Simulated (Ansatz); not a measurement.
Gas-phase reaction in SMILES: [Br][Cd][Br] -> [Br][Cd] + Br atom (the Br-Cd bond at the site shown breaks; other sites are not compared here)
Geometries: B3LYP-D3(BJ)/def2-TZVP minima from Ansatz (a first-principles code). Frequencies are from Ansatz. [Br][Cd]: The spin state was set by rule; other spins were not relaxed.
Geometry of the first species:
```xyz
3

Cd     0.0000     0.0000     0.0000
Br     0.0000     0.0000     2.4249
Br     0.0000     0.0000    -2.4249
```

Property: bond dissociation energy (enthalpy at 298 K, with B3LYP-D3(BJ) rigid-rotor harmonic-oscillator terms), in eV. Valence correlation only, unless marked. UHF or UKS for open shells. No spin-orbit coupling. The frozen core is the preceding noble-gas configuration, with the filled d and f shells of earlier blocks. Past Kr the def2 sets carry scalar-relativistic core potentials. STO-3G rows are all-electron and non-relativistic. CBS marks a two-point X^-3 extrapolation of the correlation energy; Hartree-Fock from the larger set. [CCSD(T)-MP2]/basis is that difference in the basis named.

```tsv
level	program	bond dissociation energy (eV)
HF/STO-3G	Ansatz	5.00
revPBE-D3(BJ)/def2-TZVPD	Ansatz + dftd3	3.33
```

Q: Predict the RI-MP2/CBS(def2-TZVPPD,def2-QZVPPD)+[CCSD(T)-MP2]/def2-TZVPPD result (Ansatz).

A: 3.65 eV
